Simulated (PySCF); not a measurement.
BF2 (SMILES F[B]F), doublet, at a GFN2-xTB geometry; PySCF with MP2/6-31G*.

PySCF was given this input:
```python
from pyscf import gto, scf, mp

mol = gto.M(
    atom='''
B 
F  1 1.318056
F  1 1.318056 2 114.063815
''',
    basis='6-31g*',
    charge=0,
    spin=1,
    verbose=5,
)

mf = scf.UHF(mol)
mf.kernel()

pt = mp.MP2(mf)
pt.kernel()
print('E(MP2) = %.10f' % pt.e_tot)
mf.analyze()
```

Q: Predict the main parts of the log of this PySCF run.

A: 
```
PySCF version 2.14.0

[INPUT] verbose = 5
[INPUT] max_memory = 4000
[INPUT] num. atoms = 3
[INPUT] num. electrons = 23
[INPUT] charge = 0
[INPUT] spin (= nelec alpha-beta = 2S) = 1
[INPUT] symmetry False subgroup None
[INPUT] Mole.unit = angstrom
[INPUT] Symbol           X                Y                Z      unit          X                Y                Z       unit  Magmom
[...]
[INPUT] ---------------- BASIS SET ----------------
[INPUT] l, kappa, [nprim/nctr], expnt,             c_1 c_2 ...
[INPUT] F
[...]
                                1051.36609        0.0139160796
                                239.28569         0.0684053245
                                67.3974453        0.23318576
                                21.5199573        0.471267439
                                7.4031013         0.356618546
[...]
                                4.80830834        -0.146451658
                                1.34406986        1.12868858
[...]
                                4.80830834        0.345912103
                                1.34406986        0.722469957
[...]
[INPUT] B
[...]
                                310.64957         0.0142515
                                70.683033         0.0695516
                                19.86108          0.2325729
                                6.2993048         0.4670787
                                2.127027          0.3634314
[...]
                                1.1903377         -0.1307889
                                0.3594117         1.1309444
[...]
                                1.1903377         0.3078467
                                0.3594117         0.7434568
[...]
nuclear repulsion = 55.5143784366602
number of shells = 18
number of NR pGTOs = 81
number of NR cGTOs = 42
basis = 6-31g*
ecp = {}

******** <class 'pyscf.scf.uhf.UHF'> ********
method = UHF
initial guess = minao
damping factor = 0
level_shift factor = 0
DIIS = <class 'pyscf.scf.diis.CDIIS'>
diis_start_cycle = 1
diis_space = 8
diis_damp = 0
SCF conv_tol = 1e-09
SCF conv_tol_grad = None
SCF max_cycles = 50
direct_scf = True
direct_scf_tol = 1e-13
number electrons alpha = 12  beta = 11
Set gradient conv threshold to 3.16228e-05
E1 = -420.1263618306505  E2 = 140.84813683128166  Ecoul = 164.61336997176537  Exc = -23.7652331404837
init E= -223.763846562709
cond(S) = 123.88703992360666

  alpha mo_energy =
[-26.50744352 -26.50686947  -7.67393554  -1.91298829  -1.75505378
[...]
converged SCF energy = -223.609058044424  <S^2> = 0.75201477  2S+1 = 2.0020138
E(UMP2) = -224.00960620251  E_corr = -0.400548158086032
E(SCS-UMP2) = -223.990817853411  E_corr = -0.381759808987475
E(MP2) = -224.0096062025
Total Energy =                        -223.609058044423819
[...]
2 F 3pz         -0.21741   0.21458
2 F 3dxy         0.00000  -0.00000
2 F 3dyz        -0.00000   0.00000
2 F 3dz^2        0.36168  -0.38846
2 F 3dxz        -0.33347   0.27763
2 F 3dx2-y2      0.07875  -0.05351

To work with the spin densities directly, `use mulliken_meta_spin()` only printing them here.

 ** Mulliken spin pop alpha/beta on meta-lowdin orthogonal AOs **
 ** Mulliken Spin Density (per AO)  **
spin_pop of  0 B 1s        0.00007
spin_pop of  0 B 2s        0.47306
spin_pop of  0 B 3s        0.00318
spin_pop of  0 B 2px       0.12535
spin_pop of  0 B 2py       0.01986
spin_pop of  0 B 2pz       0.30551
spin_pop of  0 B 3px       0.00071
spin_pop of  0 B 3py       0.00008
spin_pop of  0 B 3pz       0.00147
spin_pop of  0 B 3dxy      0.00002
spin_pop of  0 B 3dyz     -0.00020
spin_pop of  0 B 3dz^2    -0.00014
spin_pop of  0 B 3dxz      0.00074
spin_pop of  0 B 3dx2-y2    0.00010
spin_pop of  1 F 1s       -0.00000
spin_pop of  1 F 2s        0.00312
spin_pop of  1 F 3s        0.00009
spin_pop of  1 F 2px       0.01702
spin_pop of  1 F 2py      -0.00991
spin_pop of  1 F 2pz       0.02295
spin_pop of  1 F 3px       0.00024
spin_pop of  1 F 3py       0.00002
spin_pop of  1 F 3pz       0.00129
spin_pop of  1 F 3dxy      0.00001
spin_pop of  1 F 3dyz      0.00000
spin_pop of  1 F 3dz^2     0.00011
spin_pop of  1 F 3dxz     -0.00012
spin_pop of  1 F 3dx2-y2    0.00028
spin_pop of  2 F 1s       -0.00000
spin_pop of  2 F 2s        0.00312
spin_pop of  2 F 3s        0.00009
spin_pop of  2 F 2px       0.00594
spin_pop of  2 F 2py      -0.00991
spin_pop of  2 F 2pz       0.03404
spin_pop of  2 F 3px       0.00069
spin_pop of  2 F 3py       0.00002
spin_pop of  2 F 3pz       0.00084
spin_pop of  2 F 3dxy     -0.00001
spin_pop of  2 F 3dyz      0.00003
spin_pop of  2 F 3dz^2     0.00012
spin_pop of  2 F 3dxz      0.00016
spin_pop of  2 F 3dx2-y2   -0.00002
 ** Mulliken Spin Density (per atom)  **
spin density of  0 B =      0.92979
spin density of  1 F =      0.03510
spin density of  2 F =      0.03510
 ** Mulliken pop alpha/beta on meta-lowdin orthogonal AOs **
 ** Mulliken pop       alpha | beta **
In total            12.00000 | 11.00000
 ** Mulliken atomic charges   ( Nelec_alpha | Nelec_beta ) **
charge of  0B =      0.62846  (     2.65067      1.72087 )
charge of  1F =     -0.31423  (     4.67467      4.63956 )
charge of  2F =     -0.31423  (     4.67467      4.63956 )
Dipole moment(X, Y, Z, Debye): -0.57063,  0.00000, -0.87976
```
